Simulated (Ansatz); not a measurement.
Gas-phase electronic energies from Ansatz, PBE0-D4/def2-TZVP geometries. CCSD(T)/CBS is the MP2 limit (def2-TZVPP, def2-QZVPP) plus CCSD(T) − MP2 in def2-TZVPP, frozen cores. This one scheme is used for every species. DFT in def2-TZVPP. Each species was taken in one conformer, which may not be the lowest.

Reaction (ligand exchange at the Si–N bond): `O/C=N/[SiH2]Cl` + `C=CNC` → `C=CN(C)[SiH2]Cl` + `N=CO`

`O/C=N/[SiH2]Cl`:

Cartesian coordinates in Å:
```
O 0.386 -2.366 0.549
C -0.115 -1.194 0.161
N 0.529 -0.117 0.218
Si 0.019 1.446 -0.240
Cl -1.917 1.465 -0.969
H 1.289 -2.201 0.860
H -1.139 -1.320 -0.201
H 0.051 2.337 0.939
H 0.897 1.951 -1.318
```

`C=CNC`:

```xyz
11

C     1.203   -0.809    1.371
C     0.249   -0.080    0.788
N     0.224    0.358   -0.515
C    -1.046    0.574   -1.162
H     2.061   -1.180    0.821
H     1.151   -1.026    2.428
H    -0.600    0.268    1.373
H     0.927   -0.060   -1.105
H    -1.598   -0.353   -1.376
H    -1.675    1.199   -0.524
H    -0.896    1.110   -2.100
```

`C=CN(C)[SiH2]Cl`:

Z-matrix (Å, degrees):
```
C
N 1 1.447
H 1 1.091 2 109.9
H 1 1.095 2 110.4 3 -119.4
H 1 1.096 2 111.5 3 120.2
C 2 1.385 1 117.3 3 178.0
Si 2 1.715 1 120.3 3 -13.3
C 6 1.333 2 126.7 1 -0.7
H 6 1.087 2 113.7 1 -179.9
Cl 7 2.063 2 113.2 1 -76.7
H 7 1.478 2 108.6 1 40.7
H 7 1.477 2 107.9 1 164.8
H 8 1.081 6 119.4 2 -178.5
H 8 1.082 6 123.1 2 1.4
```

`N=CO`:

Z-matrix (Å, degrees):
```
C
O 1 1.336
N 1 1.258 2 122.1
H 1 1.092 2 110.5 3 -180.0
H 2 0.968 1 106.6 3 -0.0
H 3 1.014 1 111.3 2 180.0
```

| level | ΔE (kJ/mol) | difference from CCSD(T)/CBS |
| --- | --- | --- |
| PBE0-D4 | -4.1 | 6.8 |
| ωB97X-V | -5.2 | 5.7 |
| ωB97M-V | -6.1 | 4.8 |
| PBE | 1.8 | 12.7 |
| r2SCAN | -0.6 | 10.3 |
| PBE0 | 0.5 | 11.4 |
| SCS-MP2/def2-TZVPP | -10.5 | 0.4 |
| CCSD(T)/def2-TZVPP | -12.1 | -1.2 |
| HF/CBS(def2) | 6.3 | 17.2 |
| MP2/CBS(def2) | -11.5 | -0.6 |
| CCSD(T)/CBS | -10.9 | 0 |

Largest T1 diagnostic among the species: 0.014.

In def2-TZVPP, CCSD(T) changes the Hartree–Fock value by −18.7 kJ/mol (the triples alone add −1.8 kJ/mol) and MP2 by −19.3 kJ/mol. The D4 term adds −8.0 kJ/mol with B3LYP and −4.6 kJ/mol with PBE0; it sums over pairs of atoms, weighted by their polarisabilities, and B3LYP, whose exchange is more repulsive, gets the larger term.

B3LYP here is the variant with VWN-RPA as its local correlation; programs differ in this.
